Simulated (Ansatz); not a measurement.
A run for Ansatz (a first-principles code): R-r2SCAN/def2-TZVPP on C2H4BCl (SMILES C=CBCl), a point of a torsion scan.

Ansatz 0.2 input:
```yaml
crystal:
  periodic: [false, false, false]
  atoms:
    - {symbol: C, position_ang: [-1.27995252, 0.09396351, -0.15728906]}
    - {symbol: C, position_ang: [-0.14513860, -0.30158512, 0.39974124]}
    - {symbol: B, position_ang: [1.31135082, 0.07229149, -0.01662786]}
    - {symbol: Cl, position_ang: [2.06175030, 1.43190525, 0.65782033]}
    - {symbol: H, position_ang: [-1.29194711, 0.76239756, -1.00307553]}
    - {symbol: H, position_ang: [-2.24471360, -0.22653025, 0.20197391]}
    - {symbol: H, position_ang: [-0.21648293, -0.97881167, 1.24843722]}
    - {symbol: H, position_ang: [1.93344838, -0.59177137, -0.76074817]}
basis:
  gaussian:
    orbitals: def2-TZVPP
hamiltonian:
  xc: {name: r2SCAN}
scf: {lower_state_search: off}
```

It printed:

```
WARN ansatz: RAYON_NUM_THREADS=1 ignored (pool sized by the plan → 1); use --threads N
Functional definition: r2SCAN
these checks for a lower state are left out or cut short: stability, starts, cluster_reference, orbital_swaps, neighbouring_geometries, increment
integrals: 0.10 GiB planned
1059 factors; their error is unknown
mean field: 0.73 GiB planned
mean field evaluation 1: about -15328.2014 eV, gradient 5.8e1 eV
mean field evaluation 2: about -15318.9629 eV, gradient 8.1e1 eV
mean field evaluation 4: about -15336.8275 eV, gradient 5.9e0 eV
mean field evaluation 8: about -15336.8885 eV, gradient 4.8e-1 eV
mean field evaluation 16: about -15336.8888 eV, gradient 3.3e-5 eV
mean field -15336.88882498 eV, -563.6202686012 hartree, gradient 6.6e-6 eV, S^2 0.000000; 0 other end points of the search recorded, 0 dependent functions left out
reference -15336.88883613 eV, -563.6202690113 hartree; 19, 19 occupied and 172, 172 virtual orbitals, 1059 factors
Total energy: -15336.88883613 eV, -563.6202690113 hartree
Checks for a lower state left out: stability, starts, cluster_reference, orbital_swaps, neighbouring_geometries, increment
```

The run converged.

Cost: around 2.4 core-seconds (rough).
